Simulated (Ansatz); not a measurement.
Ideal-gas functions of H4O3Si, SMILES `O[SiH](O)O` at 800 K and 1 bar, from an Ansatz frequency run at PBE0-D4/def2-TZVP.

Molar mass 80.11 g/mol, point group C1 (symmetry number 1), electronic degeneracy 1, moments of inertia 69.597, 76.773, 126.545 u Å². Harmonic wavenumbers (cm⁻¹, unscaled): 180, 230, 248, 317, 367, 395, 767, 782, 820, 842, 859, 909, 974, 995, 2275, 3916, 3927, 3930.

Use S(trans) = R[1.5 ln M + 2.5 ln T − 1.1517]; rotational temperatures θ = 24.2544 K / I; S(rot) = R[ln(√π/σ · √(T³/θAθBθC)) + 1.5]; for each mode x = 1.438777 ν̃/T, S = R[x/(eˣ − 1) − ln(1 − e⁻ˣ)] and H = RT x/(eˣ − 1); 1 cm⁻¹ = 0.0119627 kJ/mol; R = 8.31446 J/(mol·K).

Question: By hand: the entropy, in J/(mol·K).

Answer: Translation 184.0. Rotation: θ = 0.3485, 0.3159, 0.1917 K, giving 116.6. Vibration, mode by mode: 17.73, 15.71, 15.10, 13.10, 11.92, 11.33, 6.27, 6.13, 5.80, 5.62, 5.48, 5.10, 4.64, 4.50, 0.72, 0.06, 0.06, 0.06, in all 129.3. Electronic 0.0. Sum 429.9 J/(mol·K).

Question: By hand: H − E and G − E in kJ/mol, counted from the electronic energy.

Answer: Zero-point energy ½ × 22733 × 0.0119627 = 136.0; thermal vibration 53.2; translation, rotation and pV give 4 RT = 26.6. H − E = 215.8 kJ/mol, and G − E = 215.8 − 800 × 429.9/1000 = -128.1 kJ/mol.

Vibration gives 30 % of the entropy. The sum counts one conformer and one mirror image; others add a mixing term.
